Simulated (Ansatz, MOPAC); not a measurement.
Dissociation curve of SiH, doublet.

Levels: UCCSD = Ansatz (a quantum-chemistry and plane-wave program) with CCSD on UHF/aug-cc-pVTZ, frozen core; ROCCSD(T) = Ansatz with CCSD(T) on ROHF/aug-cc-pVTZ, frozen core; UKS-B3LYP = Ansatz with unrestricted B3LYP/aug-cc-pVTZ; AM1, unrestricted, heats of formation (MOPAC).

Energies are in mEh, each relative to the lowest point of its own curve between 1.25 and 1.91 Å, where full CI is lowest.

```csv
R / Å,UCCSD,ROCCSD(T),UKS-B3LYP,AM1
1.01,178.0,178.0,176.6,96.5
1.11,95.7,95.8,95.3,54.2
1.18,58.4,58.5,58.3,32.5
1.25,33.0,33.0,33.1,16.9
1.29,22.6,22.6,22.8,10.5
1.36,10.0,10.1,10.3,3.2
1.39,6.4,6.5,6.7,1.4
1.43,3.0,3.1,3.2,0.2
1.46,1.4,1.4,1.5,0.0
1.53,0.0,0.0,0.0,1.8
1.62,2.0,2.0,1.8,7.5
1.70,6.3,6.2,5.8,15.1
1.80,13.8,13.5,13.0,26.7
1.91,23.6,23.0,22.5,40.9
2.07,38.9,38.0,37.6,61.8
2.26,57.5,55.4,55.8,81.4
2.53,80.4,76.7,79.1,109.2
2.82,97.5,93.4,96.2,119.9
3.11,106.6,—,106.1,124.7
3.52,111.4,—,113.3,126.6
4.11,113.3,—,117.2,127.3
4.84,113.7,—,118.3,127.4
```

At the longest distance, 4.84 Å, AM1 lies highest above its minimum (127.4 mEh) and UCCSD lowest (113.7 mEh).

A dash means that the run gave no value there, or that the column was ended at a point which the program doubted or which failed a test of continuity chosen for this set; such a test can also cut sound points.

The unrestricted determinant behind UCCSD is spin-contaminated at 1.01 to 1.36, 2.26 to 4.84 Å (<S²> up to 1.8, against 0.75 for a pure doublet). The T1 diagnostic of CCSD on the restricted reference of ROCCSD(T) exceeds 0.045 at 2.53 to 2.82 Å. The unrestricted determinant behind UKS-B3LYP is spin-contaminated at 2.53 to 4.84 Å (<S²> up to 1.7, against 0.75 for a pure doublet).
